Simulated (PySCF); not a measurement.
Order these species by their calculated properties.

All species are isolated and taken at one optimised geometry, non-relativistic unless stated. Electronic properties by PySCF.

The conformers computed, where there is a choice (atom-mapped SMILES and torsion angles):
- `[CH3:1][O:2][CH:3][n:4]1[cH:5][n:6][c:7]([Cl:8])[n:9]1`: C1–O2–C3–N4 180°, O2–C3–N4–C5 0°
- `[CH3:1][CH2:2][C@@H:3]1[CH2:4][C@@:5]1([CH2:6][CH3:7])[CH2:8][OH:9]`: C1–C2–C3–C4 153°, C4–C5–C6–C7 69°, C4–C5–C8–O9 147°, H–O9–C8–C5 -51°
- `[CH3:1][C:2]#[C:3][C@:4]([CH3:5])([SiH3:6])[C:7](=[S:8])[CH2:9][F:10]`: C3–C4–C7–S8 -151°, C4–C7–C9–F10 37°
- `[CH3:1][SiH2:2][c:3]1[cH:4][cH:5][c:6]([SiH3:7])[cH:8][c:9]1[F:10]`: C1–Si2–C3–C4 -1°
- `[CH3:1][c:2]1[cH:3][s:4][c:5]([C:6](=[O:7])[F:8])[cH:9]1`: S4–C5–C6–O7 0°
- `[CH2:1]=[CH:2][CH2:3][CH2:4][O:5][C:6]([CH3:7])([CH3:8])[CH3:9]`: C1–C2–C3–C4 120°, C2–C3–C4–O5 71°, C3–C4–O5–C6 -174°, C4–O5–C6–C7 68°
- `[CH2:1]=[CH:2][c:3]1[cH:4][cH:5][cH:6][cH:7][c:8]1[CH2+:9]`: C1–C2–C3–C4 -23°
- `[CH:1]#[C:2][CH2:3][c:4]1[cH:5][n+:6]([CH3:7])[c:8]([Cl:9])[s:10]1`: C2–C3–C4–C5 88°

The conformers of `FC[C@@H]1O[SiH2]O[C@H]1CF` and `Cl[SiH2]N1[SiH2]CN[SiH2][SiH2]1` aren't listed.

Question: Rank by smallest rotational constant, highest first (GFN2-xTB).
A. `OC[C@@]1(C[C@H]1CC)CC`
B. `O=C(F)c1cc(C)cs1`
C. `C[SiH2]c1ccc([SiH3])cc1F`
D. `CO[CH]n1cnc(Cl)n1` [radical]
E. `CC#C[C@](C)([SiH3])C(=S)CF`

Answer: A (1.033 GHz), B (0.736 GHz), E (0.629 GHz), D (0.554 GHz), C (0.409 GHz).

By how much do the two ends of that ranking differ?

By 0.624 GHz, between `CC[C@@H]1C[C@@]1(CC)CO` and `C[SiH2]c1ccc([SiH3])cc1F`.

Question: Rank by HOMO–LUMO gap, highest first (PBE0/pcSseg-1 at GFN2-xTB geometries).
A. `FC[C@@H]1O[SiH2]O[C@H]1CF`
B. `CC[C@@H]1C[C@@]1(CC)CO`
C. `Cl[SiH2]N1[SiH2]CN[SiH2][SiH2]1`
D. `C[SiH2]c1ccc([SiH3])cc1F`
E. `CC#C[C@](C)([SiH3])C(=S)CF`
F. `C=CCCOC(C)(C)C`

Answer: B (8.83 eV), A (8.58 eV), F (7.75 eV), D (6.29 eV), C (5.91 eV), E (4.21 eV).

By how much do the two ends of that ranking differ?

By 4.62 eV, between `CC[C@@H]1C[C@@]1(CC)CO` and `CC#C[C@](C)([SiH3])C(=S)CF`.

Question: Rank by dipole moment, lowest first (PBE0/pcSseg-1 at GFN2-xTB geometries).
A. `C[SiH2]c1ccc([SiH3])cc1F`
B. `CC1=CSC(C(=O)F)=C1`
C. `CC#C[C@](C)([SiH3])C(=S)CF`
D. `C=CCCOC(C)(C)C`

Answer: D (1.42 D), A (1.73 D), C (2.24 D), B (5.00 D).

Question: Rank by HOMO energy, highest first (PBE0/pcSseg-1 at GFN2-xTB geometries).
A. `C[SiH2]c1ccc([SiH3])cc1F`
B. `O1[SiH2]O[C@@H](CF)[C@@H]1CF`
C. `C=CCCOC(C)(C)C`
D. `C=Cc1ccccc1[CH2+]`
E. `Cl[SiH2]N1[SiH2]CN[SiH2][SiH2]1`
F. `[C@@]1(CC)(CO)[C@@H](C1)CC`
G. `C#CCC1=C[N+](C)=C(Cl)S1`

Answer: E (-6.78 eV), C (-7.21 eV), A (-7.33 eV), F (-7.62 eV), B (-8.19 eV), G (-11.41 eV), D (-11.68 eV).
